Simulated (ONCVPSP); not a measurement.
**beryllium (Be): one change to an ONCV potential, before and after**

beryllium, optimised norm-conserving Vanderbilt (ONCV), made with ONCVPSP 4.0.1 (PBE, scalar-relativistic). Core none, reference 1s2 2s1.75 2p0.25. Waves: 1s+2s: rc 0.90 bohr, ncon 4, nbas 7, qcut 15.2 1/bohr, 2 projectors; 2p: rc 3.75 bohr, ncon 3, nbas 6, qcut 4.3 1/bohr, 2 projectors, debl 1.3 Ha; d scattering state at 0.18 Ha: rc 3.50 bohr, ncon 5, nbas 8, qcut 2.5 1/bohr, 2 projectors, debl 1.3 Ha. Local part: polynomial inside 0.75 bohr (lpopt 5, dvloc0 3 Ha). Core correction: none.

Change: reference 1s2 2s0.5; wave 2p: rc 3.75 bohr, ncon 3, nbas 6, qcut 4.3 1/bohr, 2 projectors, debl 1.3 Ha becomes p scattering state at 0.19 Ha: rc 3.75 bohr, ncon 3, nbas 6, qcut 4.3 1/bohr, 2 projectors, debl 1.3 Ha. In the p channel the program set the typed energies aside and used -0.520, 0.050 Ha. In the d channel the program set the typed energies aside and used 0.050, 1.350 Ha.

Cutoffs: the cutoffs (Ha) at which the residual kinetic energy of the hardest occupied pseudo-wave falls to 1 and 0.1 mHa per electron; they do not see the model core or the augmentation charge, which bear on the density cutoff. Errors are all-electron minus pseudo energies relative to the spin-unpolarised reference configuration.

Problem. What does the change do?

Solution. The potential gets neither clearly harder nor softer (76 Ha and 89 Ha → 78 Ha and 91 Ha); a bound ghost appears in d, which as a rule spoils a file.

| quantity | base | changed |
| --- | --- | --- |
| cutoff, loose | 76 Ha | 78 Ha |
| cutoff, tight | 89 Ha | 91 Ha |
| bound ghosts | none | d |
| GHOST(+) flags under 300 eV | none | none |
| largest error over its own tests, meV | -61 | +1.6 |
| s: phases at 0.91 bohr within 0.05 rad from the reference energy up to (Ha; the scan ends near 5) | to the end of the scan | to the end of the scan |
| p: phases at 3.81 bohr within 0.05 rad from the reference energy up to (Ha; the scan ends near 5) | 0.4 | 1.0 |
| d: phases at 3.54 bohr within 0.05 rad from the reference energy up to (Ha; the scan ends near 5) | 3.0 | 2.6 |

 A true bound ghost makes a file unfit for plane-wave use even where its test errors are small: the radial tests pick states by their node count and pass the ghost by.
